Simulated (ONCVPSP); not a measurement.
## An all-electron radial function and its pseudo partner (Mo)

Columns: radius, all-electron u(r) and pseudo u(r) of the 4s shell (level -64.35 eV) of molybdenum in the configuration [Ar] 3d10 4s2 4p6 4d5 5s1; PBE, scalar-relativistic, ONCV scheme, ONCVPSP 4.0.1.

```
r (bohr)  all-electron  pseudo
   0.115        0.3680  0.1023
   0.230       -0.3374  0.2192
   0.345       -0.5839  0.3589
   0.460       -0.2354  0.5185
   0.575        0.2749  0.6845
   0.690        0.6995  0.8366
   0.805        0.9668  0.9541
   0.920        1.0879  1.0218
   1.035        1.0985  1.0338
   1.150        1.0378  0.9944
   1.265        0.9378  0.9157
   1.380        0.8214  0.8131
   1.495        0.7033  0.7013
   1.610        0.5921  0.5919
   1.725        0.4921  0.4920
   1.840        0.4049  0.4048
   1.955        0.3305  0.3305
   2.070        0.2681  0.2681
   2.185        0.2164  0.2164
   2.300        0.1739  0.1739
   2.415        0.1393  0.1393
   2.530        0.1113  0.1113
   2.645        0.0886  0.0886
   2.760        0.0705  0.0705
   2.875        0.0559  0.0559
   2.990        0.0443  0.0443
```

Task: How many radial nodes do the two functions have?

Result: The all-electron 4s function has n − l − 1 = 3 (the table is too coarse to show those close to the nucleus); the pseudo-wave has 0, since the states of the same l below it are removed with the core.

Task: At about which radius was the pseudo-wave matched?

Result: 1.70 bohr, where the columns begin to agree (steps of 0.12 bohr).

Task: Where does each function peak?

Result: Outermost all-electron maximum near 1.03 bohr, pseudo maximum near 1.03 bohr (to the table’s step).

Task: Is the pseudo-wave norm-conserving?

Result: Yes: the ONCV scheme keeps the norm inside the radius equal to the all-electron one, which fixes the energy derivative of the logarithmic derivative at the level.
